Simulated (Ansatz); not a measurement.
```xyz
9

C    -0.2387    0.2546    1.0231
O     0.8102    1.1330    0.5739
Al    1.1435    0.6783   -1.0545
Si   -0.6060   -0.8814   -0.4987
H    -1.1091    0.8453    1.3274
H     0.1023   -0.3097    1.8974
H     2.2300    1.3614   -1.9795
H    -1.9916   -0.7537   -1.0329
H    -0.3407   -2.3279   -0.2562
```

Total charge 0; spin multiplicity 1.

(1) List the B3LYP/def2-TZVPP orbital energies in eV (the Gaussian-basis code of Ansatz). (Estimate.)

Answers

(1) Ansatz gave: Occupied: -1798.63, -1524.56, -520.04, -277.81, -143.21, -112.54, -98.53, -98.51, -98.50, -73.26, -73.11, -73.06, -26.76, -17.93, -14.38, -12.20, -11.83, -11.49, -9.85, -9.44, -7.87, -7.42, -6.95. Lowest empty: -1.68, -0.56, -0.14, 0.77, 1.31, 1.44, 2.18, 2.48.

B3LYP here is the variant with VWN-RPA as its local correlation; programs differ in this.
